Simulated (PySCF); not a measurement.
One molecule, one basis, several functionals.

Species: B₂ClH₇P₂.
InChI=1S/B2ClH7P2/c3-2-4-1-5-2/h2H,1,4-5H2

PySCF, def2-SVPD basis, density fitting, gas phase, PBE0-D3(BJ)/def2-SVP geometry; singlet excitations by full TDDFT with frozen cores, triplets by Tamm–Dancoff TDDFT and ionisation energies by ΔSCF, from the lowest of the holes tried. One functional is left out:

```tsv
functional	exact exchange (%)	HOMO energy (eV)	LUMO energy (eV)	lowest singlet excitation (eV)	lowest triplet excitation (eV)	dipole moment (D)	mean polarisability (au)	vertical ionisation energy (eV)
LDA	0	-6.49	-1.63	4.98	4.79	1.703	102.0	9.21
PBE	0	-6.42	-1.52	5.00	4.78	1.698	100.3	9.12
PBE0	25	-7.64	-0.70	5.78	5.43	1.799	96.6	9.49
BHandHLYP	50	-8.76	0.15	6.40	6.00	1.867	93.9	9.73
```

Question: Predict the row of B3LYP (20 % exact exchange) by straight lines through the other rows, and check it.

Answer: 
```tsv
property	line	computed	computed − line	PBE0 (25 %), for comparison
HOMO energy (eV)	-7.39	-7.43	-0.04	-7.64
LUMO energy (eV)	-0.88	-0.88	0.00	-0.70
lowest singlet excitation (eV)	5.58	5.64	+0.06	5.78
lowest triplet excitation (eV)	5.28	5.37	+0.09	5.43
dipole moment (D)	1.771	1.770	-0.001	1.799
mean polarisability (au)	98.0	97.5	-0.5	96.6
vertical ionisation energy (eV)	9.40	9.46	+0.06	9.49
```
